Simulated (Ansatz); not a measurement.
Cu⁺ ··· HBr

The pair of Cu⁺ (SMILES [Cu+], atom 1) and HBr (SMILES Br, atoms 2–3), both closed shells, in one local arrangement (a lower one may exist), relaxed at PBE0-D4/def2-TZVP:

Cu1  (-0.084, -0.062, -1.689)
Br2  (-0.503, -0.368, 0.603)
H3  (0.587, 0.429, 1.085)
(Å)

Program: Ansatz 0.2.0. Basis: def2-TZVPPD, with def2-QZVPPD for the basis limit. Cores are frozen in the correlated methods. The 3s and 3p shells of Cu and Zn are frozen; filled d shells are correlated. The def2 sets are not built for correlating such inner shells, so the correlated values are less sure here. B3LYP uses VWN-RPA correlation. Extrapolation: Hartree–Fock as exp(−7.88 √X), correlation as X^−2.97. Interaction energies count from these two fragments, frozen as in the pair, with the counterpoise correction; negative means bound.

**Question.** What is the interaction energy by CCSD(T) at an estimated basis limit (MP2 extrapolated from triple and quadruple zeta, plus CCSD(T) − MP2 in triple zeta)? (An estimate is asked for; the value comes from the calculation.)

**Answer.** Computed: -127.1 kJ/mol. Hartree–Fock alone gives -66.2 kJ/mol at the basis limit. It counts from the two fragments frozen as in the pair.

The same quantity by other methods in triple zeta, and each one's difference from that estimate:
```csv
method,E_int (kJ/mol),difference
PBE-D4,-166.7,-39.6
revPBE-D4,-151.5,-24.4
BLYP-D4,-160.8,-33.8
r2SCAN-D4,-161.9,-34.8
B97M-V,-156.8,-29.7
PBE0-D4,-141.6,-14.5
B3LYP-D4,-143.2,-16.1
HSE06-D4,-141.2,-14.1
wB97X-V,-131.8,-4.7
wB97M-V,-131.1,-4.0
B2PLYP,-129.1,-2.0
HF,-64.7,62.4
MP2,-115.6,11.4
CCSD,-101.7,25.4
CCSD(T),-108.6,18.5
```
Differences are method less estimate.

**Question.** Which atoms make the shortest contact between the fragments?

**Answer.** Cu1 and Br2, 2.35 Å apart.

Basis-set superposition shift (counterpoise-corrected less uncorrected): CCSD(T) 7.4; MP2 7.0; HF 1.2; PBE0-D4 1.4; wB97M-V 1.2 kJ/mol.

The T1 diagnostic stays at or below 0.015.

For scale, one of the runs: CCSD(T)/def2-TZVPPD, 141 basis functions, launched by `ansatz run in.yaml --threads 2 --pin off --events-out ev --progress --plain --max-ram 5222MiB`. Hardware: 2 CPU threads of an Arm Neoverse N1, shared host. Wall time about 21 s.
